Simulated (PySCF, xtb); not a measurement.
MgO, SMILES [O]=[Mg].

Harmonic wavenumbers (cm⁻¹) from GFN2-xTB run with xtb 6.7.1 at its own minimum, in rising order: 855.

### Question
What does PBE-D3(BJ)/def2-TZVPD (PySCF 2.14.0) give at its own minimum? (The exact figures need the calculation; the answer reports its results.)

### Answer
797. Paired by order, the mean absolute difference is 58 cm⁻¹ and the zero-point energies are 1.2 and 1.1 kcal/mol.
